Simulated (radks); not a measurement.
Species: Er22+. Configuration: [Kr] 4d10.

All-electron calculation, scalar-relativistic Kohn-Sham, SOGGA, spin-polarised, spherical densities, point nucleus. Program: a radial shooting solver on a logarithmic mesh with Libxc functionals.

Energy parts (hartree):
part                       energy
total                 -12893.0592
kinetic                13996.7293
electron-nucleus      -30519.1520
Hartree                 3877.6873
exchange-correlation    -248.3239

Orbitals (lengths in bohr, moments of r in powers of bohr; <r^-3> diverges for s and p1/2):
orbital  occ.  eigenvalue (hartree)      <r^4>  <r^-3>
1s          2             -2131.145  8.647e-07       -
2s          2             -377.6979  0.0001347       -
2p          6             -336.7665  0.0001024   14300
3s          2             -103.1965   0.005024       -
3p          6             -90.74456   0.005287    3096
3d         10             -75.17922   0.004126   409.8
4s          2             -37.77576    0.09879       -
4p          6             -33.43940     0.1195   811.4
4d         10             -27.68308     0.1442   98.88

The highest occupied level is 4d at -753.29 eV. For comparison, the ionisation energy in NIST's Atomic Spectra Database is 770 eV (theoretical). In exact Kohn-Sham theory the highest level is minus the ionisation energy, but local and semilocal functionals leave it too shallow, through self-interaction and a potential that decays too fast; potentials with the right tail come closer.
